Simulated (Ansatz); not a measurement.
Method: frozen-core CCSD(T)/cc-pVDZ // r2SCAN-D4/def2-SVP (Ansatz, an electronic-structure program).

Ansatz 0.2 input:
```yaml
crystal:
  periodic: [false, false, false]
  atoms:
    - { symbol: C, position_ang: [1.806579, -1.082301, -0.18039] }
    - { symbol: N, position_ang: [1.415767, 0.265431, 0.168072] }
    - { symbol: C, position_ang: [2.508443, 1.107123, 0.594146] }
    - { symbol: Ge, position_ang: [-0.08821, 0.978484, -0.602442] }
    - { symbol: N, position_ang: [-1.420209, -0.216047, -0.198671] }
    - { symbol: C, position_ang: [-2.575672, -0.363802, -1.051322] }
    - { symbol: C, position_ang: [-1.6589, -0.553314, 1.186905] }
    - { symbol: H, position_ang: [2.278823, -1.587637, 0.684713] }
    - { symbol: H, position_ang: [0.918474, -1.668653, -0.464737] }
    - { symbol: H, position_ang: [2.535036, -1.124768, -1.020359] }
    - { symbol: H, position_ang: [2.141977, 2.109079, 0.869161] }
    - { symbol: H, position_ang: [3.004939, 0.678838, 1.487081] }
    - { symbol: H, position_ang: [3.295827, 1.236935, -0.181151] }
    - { symbol: H, position_ang: [-0.203634, 2.38589, 0.0294] }
    - { symbol: H, position_ang: [-0.10654, 1.054466, -2.147504] }
    - { symbol: H, position_ang: [-3.432462, 0.279582, -0.751515] }
    - { symbol: H, position_ang: [-2.321929, -0.117405, -2.094756] }
    - { symbol: H, position_ang: [-2.939556, -1.410051, -1.036588] }
    - { symbol: H, position_ang: [-0.727574, -0.44492, 1.765069] }
    - { symbol: H, position_ang: [-2.44025, 0.07888, 1.664219] }
    - { symbol: H, position_ang: [-1.990933, -1.605807, 1.28067] }
basis:
  gaussian: { orbitals: cc-pVDZ }
correlation:
  method: ccsd_t
```

Output:

```
Functional definition: HF
1724 factors; integrals over basis functions are off by at most 1.2e-3 eV
mean field evaluation 1: about -63774.9508 eV, gradient 3.8e1 eV
mean field evaluation 2: about -63775.2122 eV, gradient 3.8e1 eV
mean field evaluation 4: about -63779.3047 eV, gradient 5.7e0 eV
mean field evaluation 8: about -63779.3927 eV, gradient 1.6e-4 eV
mean field evaluation 16: about -63779.1198 eV, gradient 2.1e-1 eV
mean field -63779.39273100 eV, -2343.8494516392 hartree, gradient 2.4e-6 eV, S^2 0.000000; 0 other end points of the search recorded, 0 dependent functions left out
15 core orbitals not correlated
reference -63779.39273100 eV, -2343.8494516392 hartree; 27, 27 occupied and 139, 139 virtual orbitals, 1724 factors
second order -28.49873651 eV of doubles, -0.00000000 eV of singles
cycle   1  -29.92969881 eV  change    -1.4e0 eV  update   1.2e-1
cycle   2  -30.77802490 eV  change   -8.5e-1 eV  update   3.5e-2
cycle   3  -30.94238573 eV  change   -1.6e-1 eV  update   1.7e-2
cycle   4  -30.93817834 eV  change    4.2e-3 eV  update   4.2e-3
cycle   5  -30.93908704 eV  change   -9.1e-4 eV  update   2.1e-3
cycle   6  -30.93926993 eV  change   -1.8e-4 eV  update   7.4e-4
cycle   7  -30.93886348 eV  change    4.1e-4 eV  update   3.1e-4
cycle   8  -30.93883394 eV  change    3.0e-5 eV  update   9.5e-5
cycle   9  -30.93884756 eV  change   -1.4e-5 eV  update   3.0e-5
perturbative correction -0.93846791 eV, -0.0344880594 hartree
Total energy: -63811.27004647 eV, -2345.0209213755 hartree
```

Cost: very roughly 5 core-minutes.
